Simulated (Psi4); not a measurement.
HOSi, doublet, geometry from GFN2-xTB; BLYP/6-31G** (Psi4).

The Psi4 input:
```
memory 2 GB

molecule {
0 2
O     0.93516458   -0.41718063   -0.00427454
Si   -0.41130666    0.26471841    0.00831062
H    -1.72302340   -0.36861259   -0.08215239
}

set {
  basis 6-31g**
  reference uks
  scf_type pk
  puream true
  d_convergence 1e-8
  dft_radial_points 99
  dft_spherical_points 590
}

energy('blyp')
print_variables()
```

Question: Predict the main parts of the log of this Psi4 run.

Answer: 
```
   => Loading Basis Set <=

    Name: 6-31G**
    Role: ORBITAL
    Keyword: BASIS

         ---------------------------------------------------------
                                   SCF
               by Justin Turney, Rob Parrish, Andy Simmonett
                          and Daniel G. A. Smith
                              UKS Reference
         ---------------------------------------------------------

  ==> Geometry <==

    Molecular point group: cs
    Full point group: Cs

    Geometry (in Angstrom), charge = 0, multiplicity = 2:

       Center              X                  Y                   Z               Mass
    ------------   -----------------  -----------------  -----------------  -----------------
         O           -0.424376872079    -0.897473549630     0.000000000000    15.994914619570
         SI           0.256388702435     0.449629905828     0.000000000000    27.976926534650
         H           -0.382106064649     1.761962542831     0.000000000000     1.007825032230

  Running in cs symmetry.

  Rotational constants: A =     13.84345  B =      0.66586  C =      0.63530 [cm^-1]
  Rotational constants: A = 415016.30455  B =  19961.91523  C =  19045.82785 [MHz]
  Nuclear repulsion =   45.935184067266022

  Charge       = 0
  Multiplicity = 2
  Electrons    = 23
  Nalpha       = 12
  Nbeta        = 11

  ==> Algorithm <==

  SCF Algorithm Type is PK.
  DIIS enabled.
  MOM disabled.
  Fractional occupation disabled.
  Guess Type is SAD.
  Energy threshold   = 1.00e-06
  Density threshold  = 1.00e-08
  Integral threshold = 1.00e-12

  ==> Primary Basis <==

  Basis Set: 6-31G**
    Blend: 6-31G**
    Number of shells: 17
    Number of basis functions: 37
    Number of Cartesian functions: 39
    Spherical Harmonics?: true
    Max angular momentum: 2

  ==> DFT Potential <==

   => LibXC <=

    Version 7.1.2
    S. Lehtola, C. Steigemann, M. J. T. Oliveira, and M. A. L. Marques,  SoftwareX 7, 1–5 (2018) (10.1016/j.softx.2017.11.002)

   => Composite Functional: BLYP <=

    BLYP GGA Exchange-Correlation Functional

    P.J. Stephens et. al., J. Phys. Chem., 98, 11623-11627, 1994
    B. Miehlich et. al., Chem. Phys. Lett., 157(3), 200-206 1989

    Deriv               =              1
    GGA                 =           TRUE
    Meta                =          FALSE

    Exchange Hybrid     =          FALSE
    MP2 Hybrid          =          FALSE

   => Exchange Functionals <=

    1.0000     XC_GGA_X_B88

   => Correlation Functionals <=

    1.0000     XC_GGA_C_LYP

   => LibXC Density Thresholds  <==

    XC_GGA_C_LYP:  1.00E-14
    XC_GGA_X_B88:  1.00E-15

   => Molecular Quadrature <=

    Radial Scheme          =       TREUTLER
    Pruning Scheme         =           NONE
    Nuclear Scheme         =       TREUTLER

    Blocking Scheme        =         OCTREE
    BS radius alpha        =              1
    Pruning alpha          =              1
    Radial Points          =             99
    Spherical Points       =            590
    Total Points           =         167836
    Total Blocks           =           1320
    Max Points             =            256
    Max Functions          =             37
    Weights Tolerance      =       1.00E-15

  ==> Integral Setup <==

  Using in-core PK algorithm.
   Calculation information:
      Number of atoms:                   3
      Number of AO shells:              17
      Number of primitives:             47
      Number of atomic orbitals:        39
      Number of basis functions:        37

      Integral cutoff                 1.00e-12
      Number of threads:                 1

  Performing in-core PK
  Using 494912 doubles for integral storage.
  We computed 11601 shell quartets total.
  Whereas there are 11781 unique shell quartets.

  ==> DiskJK: Disk-Based J/K Matrices <==

    J tasked:                  Yes
    K tasked:                   No
    wK tasked:                  No
    Schwarz Cutoff:          1E-12

[...]
     A'        27      27
     A"        10      10
   -------------------------
    Total      37      37
   -------------------------

  ==> Iterations <==

                        Total Energy        Delta E     RMS |[F,P]|

   @UKS iter SAD:  -364.85120106076806   -3.64851e+02   0.00000e+00
   @UKS iter   1:  -364.88239730296436   -3.11962e-02   3.09738e-02 ADIIS/DIIS
   @UKS iter   2:  -359.66976137725538    5.21264e+00   8.80615e-02 ADIIS/DIIS
   @UKS iter   3:  -364.69075381496441   -5.02099e+00   3.84582e-02 ADIIS/DIIS
   @UKS iter   4:  -365.22136971423100   -5.30616e-01   5.82130e-03 ADIIS/DIIS
   @UKS iter   5:  -365.23161955607389   -1.02498e-02   1.22420e-03 ADIIS/DIIS
   @UKS iter   6:  -365.23234986642774   -7.30310e-04   2.59793e-04 ADIIS/DIIS
   @UKS iter   7:  -365.23237418183430   -2.43154e-05   8.90643e-05 DIIS
   @UKS iter   8:  -365.23237792301620   -3.74118e-06   1.13442e-05 DIIS
   @UKS iter   9:  -365.23237802110856   -9.80924e-08   2.35568e-06 DIIS
   @UKS iter  10:  -365.23237802926286   -8.15430e-09   1.51851e-06 DIIS
   @UKS iter  11:  -365.23237803037290   -1.11004e-09   2.38843e-07 DIIS
   @UKS iter  12:  -365.23237803041883   -4.59295e-11   7.44676e-08 DIIS
   @UKS iter  13:  -365.23237803042116   -2.33058e-12   8.14315e-09 DIIS
  Energy and wave function converged.

  ==> Post-Iterations <==

   Electrons on quadrature grid:
      Nalpha   =   12.0000000211 ; deviation = 2.107e-08
      Nbeta    =   11.0000000169 ; deviation = 1.694e-08
      Ntotal   =   23.0000000380 ; deviation = 3.801e-08

   @Spin Contamination Metric:   2.467243801E-03
   @S^2 Expected:                7.500000000E-01
   @S^2 Observed:                7.524672438E-01
   @S   Expected:                5.000000000E-01
   @S   Observed:                5.000000000E-01

    Orbital Energies [Eh]
    ---------------------

    Alpha Occupied:

[...]
    Alpha Virtual:

[...]
      27Ap     2.695161

    Beta Occupied:

[...]
    Beta Virtual:

[...]
    Final Occupation by Irrep:
             Ap   App
    DOCC [     9,    2 ]
    SOCC [     1,    0 ]
    NA   [    10,    2 ]
    NB   [     9,    2 ]

  @UKS Final Energy:  -365.23237803042116

   => Energetics <=

    Nuclear Repulsion Energy =             45.9351840672660217
    One-Electron Energy =                -596.6333047476034608
    Two-Electron Energy =                 215.3204877472120131
    DFT Exchange-Correlation Energy =     -29.8547450972958188
    Empirical Dispersion Energy =           0.0000000000000000
    VV10 Nonlocal Energy =                  0.0000000000000000
    Total Energy =                       -365.2323780304211596

  UHF NO Occupations:
  HONO-2 :    8 Ap 1.9996037
  HONO-1 :    9 Ap 1.9993971
  HONO-0 :   10 Ap 1.0000000
  LUNO+0 :   11 Ap 0.0006029
  LUNO+1 :   12 Ap 0.0003963
  LUNO+2 :    3App 0.0002030
  LUNO+3 :   13 Ap 0.0000237

Computation Completed

Properties will be evaluated at   0.000000,   0.000000,   0.000000 [a0]

Properties computed using the SCF density matrix

 Multipole Moments:

 ------------------------------------------------------------------------------------
     Multipole            Electronic (a.u.)      Nuclear  (a.u.)        Total (a.u.)
 ------------------------------------------------------------------------------------

 L = 1.  Multiply by 2.5417464519 to convert [e a0] to [Debye]
 Dipole X            :          0.6347288           -0.3546623            0.2800665
 Dipole Y            :         -0.6267471            1.6572763            1.0305292
 Dipole Z            :          0.0000000            0.0000000            0.0000000
 Magnitude           :                                                    1.0679081

 ------------------------------------------------------------------------------------

  Variable Map:
  ----------------------------------------------------------------------------
[...]
  Array Variable Map:
  ----------------------------------------------------------------------------
[...]
[...]
```
